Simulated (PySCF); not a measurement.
Chloropentafluoroethane (`FC(F)(F)C(F)(F)Cl`). Computed geometry: GFN2-xTB, gas phase.

```
atom  x, y, z in Å
F1    -1.5458   -0.2981   -0.8804
C2    -0.7679   -0.0513    0.1680
F3    -1.1673    1.0898    0.7179
F4    -0.9479   -1.0248    1.0534
C5     0.7255    0.0361   -0.2548
F6     0.8792    1.0007   -1.1667
F7     1.0984   -1.1119   -0.8284
Cl8    1.7349    0.3687    1.1665
```

(1) What is the repulsion energy of the bare nuclei, Σ ZA·ZB/RAB?

(2) Which two atoms are farthest apart?

(3) Where is the centre of mass (commonest isotopes), and what is the radius of gyration?

(4) Work out the bond lengths F1–C2, C2–F4, C2–C5, C5–F6 in pm.

(5) Give the dihedral angles F3–C2–C5–Cl8, F4–C2–C5–F6, F4–C2–C5–F7, F4–C2–C5–Cl8.

(6) What are the angles F1–C2–F3, F7–C5–Cl8, C2–C5–F6, C2–C5–Cl8?

(7) How far apart are these pairs, which share no bond: F1···F3, F1···C5, F1···F7, C2···Cl8, F3···C5, F4···Cl8?

(8) Write the matrix of distances between heavy atoms (Å, lower triangle).

Answers

(1) 533.19 Eh over 28 pairs, with full nuclear charges and distances in bohr; the largest single term is 31.57 Eh (F6 with Cl8, or a pair equal to it).

(2) F1···Cl8, 3.92 Å; the next longest distance is 3.52 Å.

(3) Mass 153.961 u; centre at (0.183, 0.040, 0.122) Å; Rg = √(Σ m r²/M) = 1.732 Å. As Ia + Ib + Ic = 2 Σ m r², the three principal moments sum to 923.3 u·Å².

(4) For F1–C2 the difference vector is (0.7779, 0.2468, 1.0484) Å, of length 1.3286 Å. F1–C2 132.9; C2–F4 132.8; C2–C5 155.5; C5–F6 133.6 pm.

(5) F3–C2–C5–Cl8 60° (synclinal); F4–C2–C5–F6 179° (antiperiplanar); F4–C2–C5–F7 61° (synclinal); F4–C2–C5–Cl8 -60° (synclinal). Dihedral signs follow IUPAC: positive where, seen along the central bond, the front bond turns clockwise onto the rear one.

(6) From the scalar product of the two bond vectors; for F1–C2–F3 it is -0.5474 Å² over 1.3286 × 1.3282 Å², cos θ = -0.3102. F1–C2–F3 108.1°; F7–C5–Cl8 110.2°; C2–C5–F6 109.7°; C2–C5–Cl8 109.8°.

(7) F1···F3 2.150 Å (2 bonds apart); F1···C5 2.379 Å (2 bonds apart); F1···F7 2.767 Å (3 bonds apart); C2···Cl8 2.727 Å (2 bonds apart); F3···C5 2.375 Å (2 bonds apart); F4···Cl8 3.025 Å (3 bonds apart).

(8) 
```
F1    0.000
C2    1.329  0.000
F3    2.150  1.328  0.000
F4    2.151  1.328  2.152  0.000
C5    2.379  1.555  2.375  2.374  0.000
F6    2.766  2.367  2.783  3.517  1.336  0.000
F7    2.767  2.367  3.517  2.781  1.336  2.151  0.000
Cl8   3.924  2.727  3.024  3.025  1.775  2.564  2.565  0.000
```

The point group is Cs within 0.08 Å; differences among equivalent distances and angles are scatter left by the optimiser. No frequency check.
